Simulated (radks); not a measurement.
Question: Valence configurations of neutral hafnium (all share [Xe]). All-electron calculation, Dirac Kohn-Sham, PBE, spin-unpolarised, spherical densities, finite nucleus; open shells fill j = l - 1/2 first; Fermi nuclear charge, rms radius 5.347 fm. Program: a radial shooting solver on a logarithmic mesh with Libxc functionals. Order these by energy: 4f14 5d2.5 6s1.5; 4f13 5d2 6s1 6p2; 4f14 5d2 6s2; 4f14 6s2 6p2; 4f13.5 5d2.5 6s2; 4f12 5d2 6s2 6p2; 4f13 5d2 6s2 6p1; 4f13.5 5d2 6s2 6p0.5; 4f14 5d3 6s1; 4f14 5d1 6s2 6p1.

Answer: From the lowest, in eV above it: 4f14 5d2 6s2 0.000; 4f14 5d2.5 6s1.5 1.160; 4f14 5d1 6s2 6p1 1.808; 4f14 5d3 6s1 2.414; 4f14 6s2 6p2 5.043; 4f13.5 5d2.5 6s2 7.248; 4f13.5 5d2 6s2 6p0.5 8.259; 4f13 5d2 6s2 6p1 19.080; 4f13 5d2 6s1 6p2 23.233; 4f12 5d2 6s2 6p2 49.071. NIST lists [Xe] 4f14 5d2 6s2 as the ground configuration; this level of theory agrees among the configurations tried. The energies are those of spherical spin-averaged densities, not of single terms.
